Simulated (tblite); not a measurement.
C2H8O3SSi2.
Z-matrix (Å and degrees, GFN2-xTB geometry), rows numbered from 1:
```
O 
C   1  1.2045
O   2  1.2997  1  126.35
C   3  1.4366  2  117.03  1    -1.82
Si  4  1.9321  3  115.24  2    41.83
O   5  1.6178  4  114.85  3   -94.75
Si  5  2.2946  4  107.90  3   157.69
S   7  2.1651  5  107.55  4   -49.09
H   2  1.1019  1  123.48  3  -179.85
H   4  1.0890  3  104.30  2   164.36
H   4  1.0943  3  107.69  2   -81.22
H   5  1.4669  4  105.97  3    32.07
H   6  0.9586  5  119.24  4    62.16
H   7  1.4648  5  115.56  4  -165.06
H   7  1.4670  5  118.71  4    68.30
H   8  1.3210  7   96.98  5  -175.32
```

Method: GFN2-xTB as coded in tblite; computed harmonic values from a numerical Hessian at the method's own geometry, unscaled. The method is semi-empirical: single wavenumbers can be off by several per cent or more. Modes of hydrogen on silicon and sulfur can be 10 to 20 % off. One conformer, not necessarily the lowest.

Harmonic wavenumbers (cm⁻¹): 27.4, 43.9, 66.7, 79.9, 139.8, 151.4, 156.0, 203.0, 219.4, 313.7, 381.1, 396.6, 460.3, 496.7, 536.3, 582.4, 631.3, 652.7, 666.0, 683.8, 725.6, 738.2, 802.3, 815.6, 855.2, 920.6, 938.4, 960.5, 1191.6, 1208.9, 1285.0, 1347.4, 1446.9, 1746.5, 2201.6, 2219.0, 2242.6, 2491.4, 2848.8, 2931.5, 3007.5, 3578.2.

A = 2202, B = 632.9, C = 513.7 MHz; mass 167.973 u (most abundant isotopes); point group C1, symmetry number 1.

Q: What is the zero-point energy?

A: ½Σν̃ = 21696 cm⁻¹ = 259.54 kJ/mol.

Q: Give the ideal-gas entropy at 200 K and 1 bar in the rigid-rotor, harmonic-oscillator model (classical rotation).

A: Translation 164.46, rotation 122.57, vibration 117.02: S = 404.0 J/(mol K).

Q: And Cp and H(200 K) − H(0)?

A: Cp = 141.89 J/(mol K), of which vibrations give 108.63 (their classical limit is 42 R = 349.2); H(200 K) − H(0) = 18.46 kJ/mol without the zero-point energy, 11.81 from vibrations.

Q: Blend soft modes into free rotors: weight 1/[1 + (100 cm⁻¹/ν̃)⁴] for the oscillator and the rest for a rotor with moment μB/(μ + B), μ = h/(8π²ν), B = 10⁻⁴⁴ kg m². What vibrational entropy results?

A: 103.87 J/(mol K) in place of 117.02, which changes −T·S at 200 K by +2.63 kJ/mol.

Q: How do the functions run with temperature in this model?

A: 
```json
{"T (K)": "100", "S (J/(mol K))": "323.7", "Cp (J/(mol K))": "95.4", "H − H(0) (kJ/mol)": "6.60", "G − H(0) (kJ/mol)": "-25.77", "ln q(vib)": "3.24"}
{"T (K)": "300", "S (J/(mol K))": "469.9", "Cp (J/(mol K))": "184.2", "H − H(0) (kJ/mol)": "34.84", "G − H(0) (kJ/mol)": "-106.12", "ln q(vib)": "10.40"}
{"T (K)": "500", "S (J/(mol K))": "579.0", "Cp (J/(mol K))": "242.6", "H − H(0) (kJ/mol)": "78.04", "G − H(0) (kJ/mol)": "-211.43", "ln q(vib)": "16.67"}
{"T (K)": "800", "S (J/(mol K))": "704.8", "Cp (J/(mol K))": "291.9", "H − H(0) (kJ/mol)": "158.94", "G − H(0) (kJ/mol)": "-404.89", "ln q(vib)": "24.80"}
{"T (K)": "1000", "S (J/(mol K))": "772.3", "Cp (J/(mol K))": "312.6", "H − H(0) (kJ/mol)": "219.50", "G − H(0) (kJ/mol)": "-552.77", "ln q(vib)": "29.52"}
```

q(vib) and H(0) count from the zero-point level.

Q: What must be added to the electronic energy to get the Gibbs energy at 200 K and 1 bar?

A: ZPE + [H(200 K) − H(0)] − T·S = 259.54 + 18.46 − 80.81 = 197.19 kJ/mol.

Hindered rotation and anharmonicity are outside this model. Other conformers, if any are populated, would add a mixing term that is left out. The structure is chiral; the term R ln 2 for an equal mix with its mirror image is left out.

The run took 1.3 s of wall time on an Arm Neoverse N1 with one thread (shared host). The figure is for the frequency step alone.
